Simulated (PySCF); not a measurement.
CH₁₀NPSi₃.
Cartesian coordinates in Å at the PBE0-D3(BJ)/def2-SVP level; atoms count from 1:
```xyz
16
CH10NPSi3 angstrom
Si     3.3327    0.3272    0.3126
C      1.4831    0.4936    0.1961
P      0.5496   -0.8780    0.3278
N     -1.1062   -0.4294    0.2066
Si    -2.2449   -1.7852    0.3013
Si    -1.6229    1.2494    0.0090
H      3.6844   -1.1157    0.4801
H      3.8706    1.0968    1.4781
H      3.9970    0.8541   -0.9203
H      1.0780    1.5037    0.0499
H     -3.6210   -1.2156    0.3384
H     -1.9912   -2.5834    1.5364
H     -2.1074   -2.6839   -0.8831
H     -1.1572    2.0771    1.1613
H     -1.0609    1.8290   -1.2472
H     -3.1114    1.2622   -0.0559
```

Method: core-valence-separated Tamm–Dancoff BHandHLYP/aug-pcX-1 (pcseg-1 on H, def2-SVPD on P, def2-SVPD on Si) in PySCF, non-relativistic, gas phase, PBE0-D3(BJ)/def2-SVP geometry. No empirical shift is added; at this level the pattern usually sits a few eV under experiment.

The lowest roots of each edge with f over 0.003 (five at most, numbered afresh; weaker and dark ones are left out), with transition dipoles (au) in the frame of the coordinates:

| root | edge | E (eV) | f | μx | μy | μz |
| --- | --- | --- | --- | --- | --- | --- |
| 1 | C | 281.74 | 0.0515 | 0.0042 | -0.0106 | -0.0856 |
| 2 | C | 285.54 | 0.0066 | -0.0054 | 0.0298 | -0.0041 |
| 3 | C | 286.46 | 0.0129 | -0.0043 | -0.0423 | 0.0050 |
| 4 | C | 286.69 | 0.0244 | -0.0548 | 0.0208 | -0.0057 |
| 5 | C | 286.84 | 0.0056 | -0.0065 | -0.0274 | 0.0019 |
| 6 | N | 398.35 | 0.0145 | -0.0021 | 0.0050 | 0.0382 |
| 7 | N | 400.47 | 0.0297 | 0.0525 | -0.0160 | 0.0038 |
| 8 | N | 400.75 | 0.0330 | -0.0072 | -0.0572 | 0.0066 |
| 9 | N | 400.78 | 0.0149 | -0.0028 | -0.0048 | -0.0386 |
| 10 | N | 400.87 | 0.0076 | -0.0274 | -0.0038 | 0.0032 |

**Question.** Molecules are fixed in this frame and the field points along x. What effective strengths 3 f cos²θ do the roots have (θ between field and μ)?

**Answer.** root 1 (C2): 0.000, root 2 (C2): 0.001, root 3 (C2): 0.000, root 4 (C2): 0.063, root 5 (C2): 0.001, root 6 (N4): 0.000, root 7 (N4): 0.081, root 8 (N4): 0.002, root 9 (N4): 0.000, root 10 (N4): 0.022. Root 7 is the strongest. Averaged over all orientations cos²θ is 1/3, which gives f back.

Hardware: one thread, Arm Neoverse V2 (aarch64) (shared host). Cost: 19 s of wall time, 0.93 GiB resident at most.

One conformer stands for the species.
